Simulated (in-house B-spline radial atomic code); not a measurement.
**Ionising the silicon ion Si⁺ with different functionals**

Computed with a radial B-spline atomic code at the basis-set limit: scalar-relativistic (spin-free X2C) Hamiltonian, Fermi nucleus of rms radius 3.1224 fm, spin-polarised at highest spin, spherical fractional occupations for the functionals, the average over the highest-spin determinants for Hartree-Fock. The ionisation energy is the difference of two self-consistent energies, [Ne] 3s2 3p1 → [Ne] 3s2, without Breit or QED terms; ε is the level of the shell that loses the electron (its least bound occupied spin orbital).

Hybrids are left out here: with spherical fractional occupations of an open shell their exact exchange keeps a self-interaction that integer-occupation calculations don't have.

```csv
method,rung,ΔSCF (eV),-ε(3p) (eV)
Hartree-Fock,Hartree-Fock,15.70,15.94
LDA VWN5,LDA,16.33,12.13
LDA PW92,LDA,16.33,12.12
LDA exchange-only,LDA,15.28,11.19
PBE,GGA,16.27,12.11
PBEsol,GGA,16.23,12.08
BLYP,GGA,16.12,11.89
RPBE,GGA,16.25,12.11
PW91,GGA,16.32,12.16
BP86,GGA,16.36,12.18
AM05,GGA,16.20,12.04
OLYP,GGA,16.14,11.98
TPSS,meta-GGA,16.25,12.14
SCAN,meta-GGA,16.19,12.18
r2SCAN,meta-GGA,16.18,12.17
revTPSS,meta-GGA,16.23,12.12
```

(1) How do they compare with the NIST value?

Answers

(1) NIST lists 16.346 eV (measured, ground level to ground level). Errors run from -1.07 to +0.01 eV; BP86 is closest (+0.01 eV), but part of that can be cancellation, since the calculations leave out spin-orbit coupling, Breit-QED terms, multiplet and fine-structure energies. Hartree-Fock also lacks correlation.
